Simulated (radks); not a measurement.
Ionisation of neutral zinc, [Ar] 3d10 4s2, to [Ar] 3d10 4s1 as the strength of local exchange is varied. All-electron calculation, scalar-relativistic Kohn-Sham, Slater X-alpha exchange (alpha = 2/3 is LDA exchange), no correlation, spin-polarised, spherical densities, finite nucleus; Fermi nuclear charge, rms radius 3.9283 fm. Program: a radial shooting solver on a logarithmic mesh with Libxc functionals.

alpha,E(Zn) (hartree),exchange (hartree),IE (eV),-e of the level emptied (eV),<r> of it (bohr)
0.667,-1790.68893,-66.08276,8.669,5.194 (4s),2.685
0.775,-1801.43210,-77.27699,9.377,5.926 (4s),2.611
0.788,-1802.72990,-78.63361,9.464,6.017 (4s),2.603
0.862,-1810.13637,-86.39334,9.964,6.543 (4s),2.555
0.919,-1815.86332,-92.41371,10.357,6.960 (4s),2.520

NIST Atomic Spectra Database: 9.394 eV (measured). The Delta-SCF value meets it near alpha = 0.78.
